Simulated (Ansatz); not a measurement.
System: GeH₂, charge 0, singlet. GeH2 (SMILES [GeH2]).
B3LYP-D3(BJ)/def2-TZVP minimum from Ansatz (a first-principles code):
```xyz
3

Ge    -0.0030    -0.0010     0.0661
H      0.0397    -1.1207    -1.0751
H      0.0547     1.1536    -1.0391
```
Charge 0, spin multiplicity 1.

Hartree-Fock and CCSD(T) correlation energies in hartree (Ansatz). Open shells are spin-unrestricted; no spin-orbit coupling. Cores are frozen in correlated methods (noble-gas shells, and filled d and f shells in the p block). No relativity. The restricted determinant of H2Ge ([GeH2], singlet) is unstable towards broken spin symmetry in at least one set run.

```tsv
basis	X	E(HF)	E(corr, CCSD(T))
cc-pVTZ	3	-2076.51565	-0.13180
cc-pVQZ	4	-2076.51896	-0.13719
cc-pV5Z	5	-2076.51944	withheld
```

**Question.** Fit E(corr) = E∞ + A/X³ to X = 3 and 4, predict X = 5, and compare with the run.

**Answer.** A = (-0.13180 - (-0.13719))/(1/27 - 1/64) = 0.2517; E∞ = -0.13719 - A/64 = -0.14112; at X = 5, E∞ + A/125 = -0.13911. The run gave -0.13892, 0.19 mEh above the prediction. The same form on X = 4 and 5 gives E∞ = -0.14074, 0.39 mEh above the first estimate.
